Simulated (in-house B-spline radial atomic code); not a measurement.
The numbers below are computed, except where a source is named.
# P5+ at several levels of theory

Ground configuration [He] 2s2 2p6. All numbers come from a B-spline radial code for spherical atoms, all electrons, at the radial basis limit. Mean-field, RPA, GW and linear-response runs are scalar-relativistic (one-electron X2C), no spin-orbit coupling, without Breit or QED terms, open shells spin-polarised at highest spin; the many-body runs on Dirac-Hartree-Fock orbitals are four-component, and their energies hold both.

**Ionisation energy.** The reference is 220.43 ± 0.005 eV (NIST, semi-empirical). It runs between the lowest fine-structure levels, while the runs without spin-orbit coupling give shell averages, so part of their difference is this splitting, and a close match can be a cancellation.

```json
{"method": "minus the highest LDA VWN5 level", "value (eV)": "199.85", "minus reference (eV)": "-20.58"}
{"method": "minus the highest PBE level", "value (eV)": "199.86", "minus reference (eV)": "-20.57"}
{"method": "G0W0 on PBE", "value (eV)": "220.41", "minus reference (eV)": "-0.02"}
{"method": "minus the highest r2SCAN level", "value (eV)": "202.07", "minus reference (eV)": "-18.36"}
{"method": "minus the highest PBE0 level", "value (eV)": "205.82", "minus reference (eV)": "-14.61"}
{"method": "G0W0 on PBE0", "value (eV)": "220.59", "minus reference (eV)": "+0.16"}
{"method": "minus the highest B3LYP (VWN-RPA) level", "value (eV)": "204.87", "minus reference (eV)": "-15.56"}
{"method": "minus the highest CAM-B3LYP level", "value (eV)": "206.83", "minus reference (eV)": "-13.60"}
{"method": "minus the highest LC-wPBE level", "value (eV)": "205.84", "minus reference (eV)": "-14.59"}
{"method": "minus the highest Hartree-Fock level", "value (eV)": "222.30", "minus reference (eV)": "+1.87"}
{"method": "G0W0 on Hartree-Fock", "value (eV)": "220.99", "minus reference (eV)": "+0.56"}
{"method": "Dirac-Fock + self-energy with TDHF screening (2p3/2)", "value (eV)": "220.43", "minus reference (eV)": "0.00"}
```

(1) Which methods come closest, and which lies farthest off?

**Static dipole polarisability and C6** of two like species, by linear response (no reference value is at hand):

```
                                method  α (bohr³)  C6 (hartree·bohr⁶)
                              LDA VWN5     0.1106             0.06756
                                   PBE     0.1104              0.0673
                                  PBE0      0.109             0.06626
                       B3LYP (VWN-RPA)     0.1094             0.06649
                             CAM-B3LYP     0.1095             0.06657
                               LC-wPBE     0.1105              0.0674
                                  TDHF     0.1057             0.06373
relativistic RPA (four-component TDHF)     0.1057             0.06371
```

(2) What mean excitation energy do α and C6 imply in London's formula C6 = (3/4) α² ω?

Run times on one thread of shared hosts: mean field, RPA, SOSEX and G0W0 on PBE, 1.6 s (Intel Xeon Platinum 8488C); TDDFT with PBE, 0.4 s (Arm Neoverse N1); removal energies by the self-energy, 5.5 s (Arm Neoverse N1).

Answers

(1) Closest: Dirac-Fock + self-energy with TDHF screening (2p3/2) (0.00 eV) and G0W0 on PBE (-0.02 eV). Farthest: minus the highest LDA VWN5 level (-20.58 eV). The TDHF-screened form was chosen among four for its agreement on 13 closed-shell atoms.

(2) LDA VWN5: ω = 7.364 hartree; relativistic RPA (four-component TDHF): ω = 7.603 hartree. A method that puts the excitations lower gives a larger α and a smaller ω.
